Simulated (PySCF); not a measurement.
C3H3, charge +1, multiplicity 1. Atoms are numbered in the order given.

```xyz
6

C      0.0000     0.0000    -1.3280
C      0.0000     0.0000    -0.1040
C      0.0000     0.0000     1.2357
H      0.0000     0.0000    -2.4040
H      0.0000    -0.9387     1.7910
H      0.0000     0.9387     1.7910
```
Charge +1, spin multiplicity 1.

Geometry optimised at PBE0-D3(BJ)/def2-TZVP. The spin state was assumed, not searched. The isomer is the one that the SMILES or the coordinates give; other isomers of the formula were not compared.

Computed with PBE0-D3(BJ)/def2-TZVP run with PySCF 2.14.0.

Harmonic, unscaled wavenumbers; measured fundamentals usually lie a few per cent lower.

| mode | ν (cm⁻¹) | IR (km/mol) | moving atoms (share of kinetic energy) |
|---|---|---|---|
| 1 | 268 | 27.3 | C 75 %, H 25 % |
| 2 | 324 | 17.3 | C 71 %, H 29 % |
| 3 | 643 | 60.0 | H 81 %, C 19 % |
| 4 | 913 | 5.2 | H 71 %, C 29 % |
| 5 | 1027 | 0.7 | H 67 %, C 33 % |
| 6 | 1126 | 11.8 | H 72 %, C 28 % |
| 7 | 1160 | 26.2 | C 72 %, H 28 % |
| 8 | 1466 | 9.3 | H 76 %, C 24 % |
| 9 | 2148 | 391.6 | C 92 %, H 8 % |
| 10 | 3114 | 30.6 | H 95 % |
| 11 | 3217 | 50.1 | H 89 %, C 11 % |
| 12 | 3374 | 114.9 | H 86 %, C 14 % |
